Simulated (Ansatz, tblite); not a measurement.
Forces on In8Sb7H24⁻, a nanocrystal cut from zinc blende InSb (hydrogen-capped) at its PBE-D4/def2-SVP geometry. Total charge -1; singlet.

In the def2 sets In, Sb take a core potential; there is no spin–orbit coupling. The xTB rows come from tblite. Single mean-field runs in def2-SVP are fitted with def2-universal-jkfit.

GFN2-xTB (tblite), largest force 0.89 eV/Å:

```xyz
39
positions Å, forces eV/Å
Sb    0.690   -3.211   -3.332   -0.050    0.004    0.150
Sb    2.070   -2.935    0.629    0.243   -0.074   -0.300
Sb   -2.547   -2.499   -0.755   -0.053   -0.041   -0.386
Sb    0.507    0.925   -1.397    0.257    0.474   -0.715
Sb   -2.910    1.395    1.698   -0.083    0.361   -0.133
Sb    1.710    0.962    3.075    0.208    0.329   -0.046
Sb   -0.018    4.441    1.475   -0.031   -0.147    0.065
In   -1.930   -4.305   -2.990    0.492    0.406    0.156
In    2.449   -4.731   -1.668   -0.410    0.496   -0.114
In    1.132   -0.373   -3.904   -0.166   -0.183    0.495
In    2.343   -0.079    0.472   -0.133   -0.274    0.417
In   -2.190    0.351   -0.881   -0.168   -0.271    0.410
In    0.742    3.804   -1.281   -0.145   -0.386    0.367
In   -2.714    4.242    2.408    0.546   -0.251   -0.264
In    1.671    3.834    3.701   -0.358   -0.157   -0.529
H     1.083   -3.921   -4.860   -0.037    0.147    0.167
H     2.954   -3.436    2.025   -0.260    0.094   -0.092
H     0.528   -3.198    1.346    0.199    0.014    0.070
H    -1.703   -2.993    0.662   -0.198    0.052   -0.046
H    -4.113   -2.767   -0.078    0.281    0.042    0.065
H    -2.042    0.433    2.831   -0.195   -0.005   -0.085
H    -4.447    0.711    2.089    0.289   -0.044    0.017
H     2.619    0.032    4.211   -0.252    0.012   -0.147
H     0.202    0.242    3.489    0.203   -0.044    0.035
H     0.140    6.163    1.474    0.000   -0.217   -0.061
H    -1.901   -5.924   -2.333   -0.134    0.160   -0.129
H    -3.060   -3.760   -4.208    0.061   -0.207    0.146
H     1.773   -6.276   -1.212    0.209    0.126   -0.027
H     4.137   -4.469   -2.045   -0.166   -0.184    0.078
H     2.853   -0.223   -4.176   -0.472    0.000   -0.053
H    -0.107    0.059   -5.059    0.417   -0.085    0.213
H     4.034    0.265    0.172   -0.050    0.002   -0.010
H    -3.357    0.968   -2.031    0.048   -0.008    0.018
H    -0.523    4.490   -2.274    0.418   -0.100    0.203
H     2.438    4.214   -1.392   -0.472   -0.017   -0.062
H    -3.870    4.956    1.307    0.046   -0.034    0.254
H    -2.831    4.332    4.149   -0.123    0.032   -0.210
H     3.340    4.279    3.428   -0.180   -0.014    0.189
H     0.848    4.002    5.234    0.220   -0.003   -0.109
```

r2SCAN-D4/def2-SVP (Ansatz), largest force 0.25 eV/Å:

```
Sb 0.034 -0.119 -0.166
Sb -0.041 -0.080 0.235
Sb -0.108 -0.072 0.216
Sb -0.003 -0.002 0.005
Sb -0.097 -0.174 0.149
Sb -0.034 -0.183 0.169
Sb 0.004 0.199 0.045
In -0.008 -0.006 -0.010
In 0.012 -0.007 -0.003
In 0.008 0.016 -0.025
In 0.071 0.020 -0.021
In -0.045 0.030 -0.052
In 0.010 0.018 -0.025
In -0.010 0.006 -0.003
In 0.010 0.014 0.003
H -0.049 0.086 0.186
H -0.111 0.067 -0.177
H 0.213 0.028 -0.087
H -0.123 0.061 -0.186
H 0.200 0.038 -0.089
H -0.131 0.125 -0.147
H 0.198 0.085 -0.052
H -0.115 0.120 -0.149
H 0.209 0.092 -0.045
H -0.017 -0.210 0.001
H -0.011 0.135 -0.056
H 0.092 -0.053 0.104
H 0.063 0.126 -0.034
H -0.140 -0.029 0.035
H -0.138 -0.015 0.016
H 0.103 -0.038 0.089
H -0.144 -0.030 0.027
H 0.099 -0.053 0.098
H 0.103 -0.050 0.080
H -0.138 -0.028 0.008
H 0.091 -0.056 0.099
H 0.002 -0.007 -0.146
H -0.139 -0.038 0.033
H 0.076 -0.016 -0.124
```

PBE0-D4/def2-SVP (Ansatz), largest force 0.31 eV/Å:

```
Sb 0.035 -0.137 -0.175
Sb -0.087 -0.048 0.290
Sb -0.093 -0.046 0.290
Sb -0.022 -0.037 0.059
Sb -0.074 -0.249 0.159
Sb -0.073 -0.252 0.161
Sb 0.002 0.215 0.057
In 0.035 0.052 0.014
In -0.026 0.059 -0.003
In -0.011 0.003 0.037
In 0.019 0.019 -0.027
In 0.001 0.020 -0.029
In -0.006 -0.036 0.012
In 0.042 -0.034 -0.042
In -0.019 -0.019 -0.059
H -0.059 0.107 0.227
H -0.122 0.085 -0.229
H 0.235 0.038 -0.122
H -0.120 0.073 -0.226
H 0.240 0.051 -0.126
H -0.129 0.157 -0.175
H 0.236 0.117 -0.076
H -0.128 0.158 -0.189
H 0.229 0.122 -0.067
H -0.021 -0.257 0.000
H -0.006 0.134 -0.050
H 0.089 -0.048 0.099
H 0.056 0.127 -0.032
H -0.133 -0.026 0.032
H -0.133 -0.019 0.019
H 0.097 -0.041 0.088
H -0.149 -0.033 0.031
H 0.101 -0.057 0.103
H 0.096 -0.049 0.082
H -0.133 -0.028 0.014
H 0.088 -0.054 0.092
H 0.007 -0.011 -0.143
H -0.132 -0.037 0.029
H 0.070 -0.020 -0.124
```
